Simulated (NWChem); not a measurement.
A series in which one site is exchanged, each optimised at PBE0/def2-SVP with NWChem, gas phase unless a solvent is named. All stand in one matching conformer (torsions within 35°), which need not be the lowest. Low-valent species are run as closed-shell singlets; no triplet was tried in these runs. Some are not confirmed as minima by frequencies. def2 effective core potentials on Sn, Pb; no spin-orbit coupling.

A: [NH2][Sn][SiH3] (SnSiNH5; site = Sn)
B: N[Si][SiH3] (Si₂NH₅; site = Si)
C: [NH2][Pb][SiH3] (PbSiNH$_{5}$; site = Pb)
D: [Ge]([SiH3])[NH2] (GeSiNH$_{5}$; site = Ge)

Values for A:

```
Quantity                                               Result
-----------------------------------------------------  ------
dipole (D), PBE0/def2-SVP                                1.82
orbital gap (eV), PBE0/def2-SVP                          3.97
vertical ionisation energy, ΔSCF, B3LYP/def2-SVP (eV)    8.05
static polarisability, B3LYP/def2-SVPD (bohr³)           92.0
```

Problem. How do these values change for the other members?

Solution. 
```json
[
 {"change from A": "dipole (D), PBE0/def2-SVP", "B": "+0.63", "C": "+0.30", "D": "+0.32"},
 {"change from A": "orbital gap (eV), PBE0/def2-SVP", "B": "+0.27", "C": "+0.05", "D": "+0.29"},
 {"change from A": "vertical ionisation energy, ΔSCF, B3LYP/def2-SVP (eV)", "B": "+0.04", "C": "+0.01", "D": "+0.16"},
 {"change from A": "static polarisability, B3LYP/def2-SVPD (bohr³)", "B": "-15.6", "C": "+3.6", "D": "-12.6"}
]
```
